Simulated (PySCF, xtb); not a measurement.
C₃H₇, SMILES CC[CH2], multiplicity 2.

Harmonic wavenumbers (cm⁻¹) from GFN2-xTB run with xtb 6.7.1 at its own minimum, in rising order: 50, 225, 381, 421, 780, 895, 959, 1037, 1132, 1171, 1215, 1327, 1398, 1414, 1458, 1502, 1506, 2814, 2880, 3033, 3035, 3040, 3139, 3183.

Question: What does B3LYP-D3(BJ)/def2-TZVP (PySCF) give at its own minimum? (The exact figures need the calculation; the answer reports its results.)

Answer: 99, 248, 377, 489, 761, 882, 928, 1053, 1087, 1174, 1270, 1365, 1412, 1466, 1469, 1499, 1505, 2924, 3004, 3030, 3089, 3096, 3140, 3239. Paired by order, the mean absolute difference is 35 cm⁻¹ and the zero-point energies are 54.3 and 55.2 kcal/mol.
